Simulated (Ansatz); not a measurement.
B(IMe)F3 (C₅H₈BF₃N₂) was relaxed with PBE-D4 (def2-SVP) in Ansatz in these states: charge +1 doublet, neutral singlet. The geometries follow in no particular order.

A:

```xyz
19

B     0.1106   -1.0515   -1.7117
C    -0.0895   -0.2035   -0.2602
N     0.2701   -0.6401    0.9976
C     0.8008   -1.9784    1.2900
C     0.0255    0.3412    1.8981
C    -0.4194    1.4719    1.1726
N    -0.4259    1.1286   -0.1371
C    -0.7689    2.0036   -1.2660
H     1.8229   -2.0564    0.8686
H     0.8229   -2.1200    2.3846
H     0.1605   -2.7343    0.7992
H     0.1356    0.2062    2.9820
H    -0.7479    2.4525    1.5406
H    -1.5380    1.5088   -1.8860
H    -1.1330    2.9668   -0.8696
H     0.1361    2.1570   -1.8852
F    -0.6827   -0.5397   -2.6891
F     0.0600   -2.3939   -1.5045
F     1.4604   -0.5187   -1.7239
```

B:

```xyz
19

B    -1.548    1.231   -0.194
C    -0.274    0.159   -0.068
N     0.342   -0.618   -0.996
C    -0.057   -0.734   -2.396
C     1.413   -1.293   -0.429
C     1.458   -0.920    0.891
N     0.415   -0.032    1.087
C     0.103    0.660    2.335
H     0.771   -0.400   -3.051
H    -0.306   -1.788   -2.629
H    -0.942   -0.092   -2.548
H     2.039   -1.983   -1.002
H     2.137   -1.215    1.697
H    -0.996    0.712    2.434
H     0.545    0.101    3.179
H     0.503    1.691    2.306
F    -2.494    0.849    0.777
F    -2.096    1.177   -1.486
F    -1.012    2.494    0.093
```

Question: Judge from the bond lengths which geometry belongs to which state (an estimate).

Answer: A is the charge +1 doublet (B1–F19 1.451 Å, B1–F17 1.359 Å, B1–F18 1.359 Å); B is the neutral singlet (B1–F19 1.402 Å, B1–F17 1.408 Å, B1–F18 1.405 Å).
